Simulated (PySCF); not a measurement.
Ga(OMe)(PH2)2 (CH7GaOP2), SMILES C[O][Ga]([PH2])[PH2].

Geometry: B3LYP-D3(BJ)/def2-SVP. Other conformers were not sampled.

Two levels are set side by side: PBE/def2-TZVP (PySCF) and HF/def2-TZVP (PySCF). Same geometry, gas phase. Differences are taken from unrounded values.

```tsv
quantity	PBE
orbital gap (eV)	4.13
highest occupied level (eV)	-6.01
lowest empty level (eV)	-1.88
dipole moment (D)	1.28
mean polarisability (bohr³)	108.3
```

Q: These are the PBE values. What does HF give? (The exact figures need the calculation; the answer reports its results.)

A: 
```csv
quantity,HF,PBE minus HF
orbital gap (eV),10.99,-6.86
highest occupied level (eV),-9.31,3.30
lowest empty level (eV),1.68,-3.56
dipole moment (D),1.57,-0.28
mean polarisability (bohr³),96.1,12.3
```

PBE's occupied levels lie high since its potential decays too fast outside the molecule; exact exchange lowers them and widens the gap. PBE's more diffuse valence density responds more strongly to a field. Differences between two approximate levels are no errors against the true value.

Rough cost on one machine, each run with all the roots and properties that it gave: HF against PBE about 1/2.
